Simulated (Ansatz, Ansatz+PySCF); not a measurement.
**Stretching singlet BeO**

The Be–O distance is varied.

Basis set: cc-pVDZ (spherical functions). Frozen core: 1 orbital. Charge 0, multiplicity 1.

Computed with Ansatz (development build ahead of 0.2.0), each point on the determinant that the search for low states chose. Each curve is measured from its own lowest point listed.

```
r(Be–O) (Å)  RHF (eV)
      1.231     0.171
      1.338     0.000
      1.402     0.203
      1.446     0.424
      2.008     3.541
      2.677     4.468
      4.015     4.684
```

**Question.** Give the RHF-MP2 curve at the same distances.

**Answer.**

```json
{"r (Å)": "1.231", "E (eV)": "0.492"}
{"r (Å)": "1.338", "E (eV)": "0.009"}
{"r (Å)": "1.402", "E (eV)": "0.000"}
{"r (Å)": "1.446", "E (eV)": "0.071"}
{"r (Å)": "2.008", "E (eV)": "4.340"}
{"r (Å)": "2.677", "E (eV)": "6.824"}
{"r (Å)": "4.015", "E (eV)": "7.387"}
```

Caution at some points: in another basis set an unrestricted determinant lies well below; an unrestricted determinant lies well below; another spin multiplicity may lie lower. Caution for RHF-MP2 at some points: large amplitudes, a single reference is doubtful; bonds are stretched, where a single reference can fail.
